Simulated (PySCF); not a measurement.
A calculated (M06-2X, PySCF 2.14, Sapporo-DZP-2012, scalar relativity by spin-free X2C-1e) atom or ion has these occupied shells.

```json
{"shell": "1s α", "electrons": "1", "orbital energy (eV)": "-2817.2", "rms radius, mean of both spins (bohr)": "0.106"}
{"shell": "1s β", "electrons": "1", "orbital energy (eV)": "-2816.5", "rms radius, mean of both spins (bohr)": "0.106"}
{"shell": "2s α", "electrons": "1", "orbital energy (eV)": "-282.65", "rms radius, mean of both spins (bohr)": "0.483"}
{"shell": "2s β", "electrons": "1", "orbital energy (eV)": "-282.46", "rms radius, mean of both spins (bohr)": "0.483"}
{"shell": "2p α", "electrons": "3", "orbital energy (eV)": "-219.37", "rms radius, mean of both spins (bohr)": "0.450"}
{"shell": "2p β", "electrons": "3", "orbital energy (eV)": "-218.64", "rms radius, mean of both spins (bohr)": "0.450"}
{"shell": "3s α", "electrons": "1", "orbital energy (eV)": "-37.914", "rms radius, mean of both spins (bohr)": "1.61"}
{"shell": "3s β", "electrons": "1", "orbital energy (eV)": "-33.988", "rms radius, mean of both spins (bohr)": "1.61"}
{"shell": "3p α", "electrons": "3", "orbital energy (eV)": "-23.412", "rms radius, mean of both spins (bohr)": "1.85"}
{"shell": "3p β", "electrons": "1", "orbital energy (eV)": "-21.251", "rms radius, mean of both spins (bohr)": "1.85"}
```

Task: Name the element and its charge.

Result: Cl+ (chlorine, charge +1), in [Ne] 3s2 3p4, high-spin 3P determinant.
